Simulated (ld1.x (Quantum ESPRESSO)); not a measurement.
Ranking ultrasoft potentials for tungsten (W)

All share these settings but for the change named:

| Property | Result |
| --- | --- |
| Element | tungsten (W) |
| Generator | ld1.x (Quantum ESPRESSO) 7.5 |
| Type | ultrasoft |
| Functional | LDA (PZ) |
| Relativity | scalar-relativistic |
| Frozen core | [Xe] 4f14 |
| Valence charge | 6 |
| Reference configuration | 5d4 6s2 6p0 |
| Partial waves | 6s (bound): rcut 1.85, rcutus 2.40 bohr; 6s channel at 1.2 Ry: rcut 1.85, rcutus 2.40 bohr; 6p (bound, empty): rcut 2.65, rcutus 3.05 bohr; 6p channel at 0.35 Ry: rcut 2.65, rcutus 3.05 bohr; 5d (bound): rcut 1.30, rcutus 1.50 bohr; 5d channel at 1.55 Ry: rcut 1.30, rcutus 1.50 bohr |
| Local potential | all-electron potential smoothed inside 2.55 bohr (lloc = -1) |
| Core correction | none |
| Augmentation charge | PSQ, radius 1.20 bohr |

Cutoff: the first of the cutoffs (Ry, on a coarse ladder) from which the occupation-weighted sum of valence levels, in a spherical-Bessel basis at the reference potential, stays within 10 and 1 mRy of its value at 400 Ry; the density cutoff is not measured.

The base gives 40 Ry.

Of 8 variants that were run, those that failed, showed a ghost or another fault, or gave nearly equal values are left out.

Problem. Rank these variants from softest to hardest (loose cutoff).
A. all radii scaled by about 1.06 (s 2.56, p 3.24, d 1.60 bohr, rcut 1.96/2.82/1.38); local potential all-electron potential smoothed inside 2.72 bohr (lloc = -1); augmentation PSQ, radius 1.28 bohr
B. all radii scaled by about 1.23 (s 2.96, p 3.76, d 1.86 bohr, rcut 2.28/3.26/1.60); local potential all-electron potential smoothed inside 3.14 bohr (lloc = -1); augmentation PSQ, radius 1.48 bohr
C. all radii scaled by about 1.36 (s 3.28, p 4.16, d 2.04 bohr, rcut 2.52/3.62/1.78); local potential all-electron potential smoothed inside 3.48 bohr (lloc = -1); augmentation PSQ, radius 1.64 bohr

Solution. C (21 Ry), B (30 Ry), A (35 Ry).
